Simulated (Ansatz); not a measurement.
`[AlH2][CH2]C[TeH]` + H–F → `[F][AlH2]` + `CC[TeH]` at 700 K and 1 bar (ligand exchange at the Al–C bond).

Gas-phase electronic energies from Ansatz, PBE0-D4/def2-TZVP geometries. CCSD(T)/CBS adds triple-zeta CCSD(T) − MP2 to the extrapolated MP2 energy (def2 sets, frozen cores). This one scheme is used for every species. Elements past krypton have def2 core potentials. For Te outer-core shells are correlated without core-valence functions, which leaves a few kJ/mol of doubt a bond. Each species was taken in one conformer, which may not be the lowest.

| species | CCSD(T)/CBS energy (Eh) | H − E (kJ/mol) | S (J/(mol·K)) |
| --- | --- | --- | --- |
| `[AlH2][CH2]C[TeH]` | -590.02964 | 277.1 | 497.4 |
| H–F | -100.39570 | 45.2 | 198.5 |
| `[F][AlH2]` | -343.06661 | 74.9 | 289.9 |
| `CC[TeH]` | -347.43450 | 246.7 | 397.8 |

H − E and S are ideal-gas, rigid-rotor, harmonic terms from PBE0-D4/def2-TZVP, for one conformer and one mirror image of each species. 1 Eh = 2625.50 kJ/mol, R = 8.31446 J/(mol·K).

Q: By hand: ΔE, ΔH, ΔS and ΔG.

A: ΔE = (-343.06661) + (-347.43450) − (-590.02964) − (-100.39570) = -0.07577 Eh = -198.9 kJ/mol. Δ(H − E) = 74.9 + 246.7 − 277.1 − 45.2 = -0.7, so ΔH = -199.6 kJ/mol. ΔS = 289.9 + 397.8 − 497.4 − 198.5 = -8.2 J/(mol·K). ΔG = -199.6 − 700 × (-8.2)/1000 = -193.9 kJ/mol.

Q: By hand: the equilibrium constant, and the temperature at which ΔG would vanish if ΔH and ΔS stayed fixed.

A: log₁₀ K = −ΔG/(RT ln 10) = 14.5. ΔG = 0 at ΔH/ΔS = 24341 K, far beyond where these terms or the molecules hold.

The number of gas molecules stays the same, so ΔS is small and ΔH decides. A doubt of 5 kJ/mol in ΔE shifts log₁₀ K by 0.4 here. Other conformers and mirror images would add mixing entropy, several J/(mol·K) or more a flexible species. These are equilibria of isolated gas molecules and say nothing of rates. Largest T1 diagnostic: 0.012 (customary marks: 0.02 for closed shells, 0.045 for open ones).
